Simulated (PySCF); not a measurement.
CH₄O₂, SMILES C(O)O.

Geometry optimised at B3LYP-D3(BJ)/def2-TZVP. Other conformers were not sampled.

Two levels are set side by side: TDDFT-PBE/def2-SVPD (PySCF) and TDDFT-PBE0/def2-SVPD (PySCF). Vertical, same geometry. The lowest singlet is HOMO→LUMO 99 % with PBE and HOMO→LUMO 96 % with the other functional; states are paired by order. Differences are taken from unrounded values.

| quantity | TDDFT-PBE0 | TDDFT-PBE | TDDFT-PBE minus TDDFT-PBE0 |
|---|---|---|---|
| lowest singlet excitation (eV) | 7.48 | 6.60 | -0.88 |
| lowest triplet excitation (TDA) (eV) | 7.15 | 6.32 | -0.83 |
| first bright state (f over 0.05) (eV) | 9.55 | 6.60 | -2.95 |
| its oscillator strength | 0.08 | 0.05 | -0.03 |

A lower first singlet is the usual sign of a functional without exact exchange. Differences between two approximate levels are no errors against the true value.

Rough cost on one machine, each run with all the roots and properties that it gave: TDDFT-PBE0 against TDDFT-PBE about 3 times.
